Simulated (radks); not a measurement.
The numbers below are computed, except where a source is named.
The xenon ion Xe+ inside a hard spherical wall (all orbitals vanish at R), configuration held at [Kr] 4d10 5s2 5p5 and not refilled when levels cross. Code: a radial shooting solver on a logarithmic mesh with Libxc functionals. Model: scalar-relativistic Kohn-Sham, PBE, spin-unpolarised, spherical densities, finite nucleus; Fermi nuclear charge, rms radius 4.7859 fm. Eigenvalues in eV, with the zero of energy where the potential of the charges vanishes at infinity; a dash marks a level that is unbound or too diffuse for the functional's potential to be trusted. A positive occupied level is held by the wall or, in an anion where self-interaction has pushed it up, behind a barrier. The pressure on the wall is -dE/dV.

R (bohr)  E (hartree)  kinetic (hartree)    e(4p)    e(4d)    e(5s)    e(5p)  e(6s, empty)  e(5d, empty)  pressure (GPa)
free      -7446.57663           7830.348  -151.33  -69.420  -29.076  -17.008             -        -4.209               0
20        -7446.57663           7830.348  -151.33  -69.420  -29.076  -17.008             -        -4.209        < 0.0001
15        -7446.57663           7830.348  -151.33  -69.420  -29.076  -17.008        -5.432        -4.209        < 0.0001
12        -7446.57663           7830.348  -151.33  -69.420  -29.076  -17.008        -5.420        -4.201        < 0.0001
7         -7446.57574           7830.359  -151.29  -69.375  -29.040  -16.972        -4.204        -3.687          0.0832
5         -7446.53551           7830.691  -150.30  -68.404  -28.293  -16.150         2.178        -1.108            7.22
3.5       -7445.88879           7834.261  -143.55  -61.857  -22.844   -9.455        30.660        10.906             250
3         -7444.77011           7839.271  -136.93  -55.510  -16.273   -1.184        59.660        23.616             924
2.5       -7441.59332           7851.873  -124.82  -43.953   -0.809   17.918        118.90        50.473            3940
